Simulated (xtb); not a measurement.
CH3AlClFO, SMILES C[O][Al]([F])[Cl]. All values are semi-empirical tight-binding results from xtb (GFN2-xTB unless named), good for trends rather than for accurate numbers. Coordinates come from a GFN2-xTB optimisation. The structure was generated by enumeration; whether it is a known compound was not checked. One conformer was computed; it need not be the lowest.

Optimised geometry:

Bonded distances (Å): Al1–F2 1.652, Al1–Cl3 2.016, Al1–O4 1.637, O4–C5 1.400, C5–H6 1.091, C5–H7 1.091, C5–H8 1.092. Angles (°): F2–Al1–Cl3 120.6, F2–Al1–O4 117.8, Cl3–Al1–O4 121.5, Al1–O4–C5 174.8, O4–C5–H6 109.9, O4–C5–H7 110.0, O4–C5–H8 109.5, H6–C5–H7 109.0, H6–C5–H8 109.2, H7–C5–H8 109.3.

The geometry has at least one imaginary mode, so it is a saddle point at that level.

For metal compounds this method's bond lengths and energies can be far off.

### Question
Estimate the properties. (An estimate is asked for; the answer gives what the named calculation found.)

### Answer

| Property | Value |
|---|---|
| orbital gap | 4.14 eV |

Computed atomic charges and the Wiberg bond orders between heavy atoms:
charges (e) Al1 0.45, F2 -0.24, Cl3 -0.09, O4 -0.33, C5 0.04, H6 0.05, H7 0.05, H8 0.05. Bond orders Al1–F2 1.22, Al1–Cl3 1.38, Al1–O4 1.36, O4–C5 0.96.
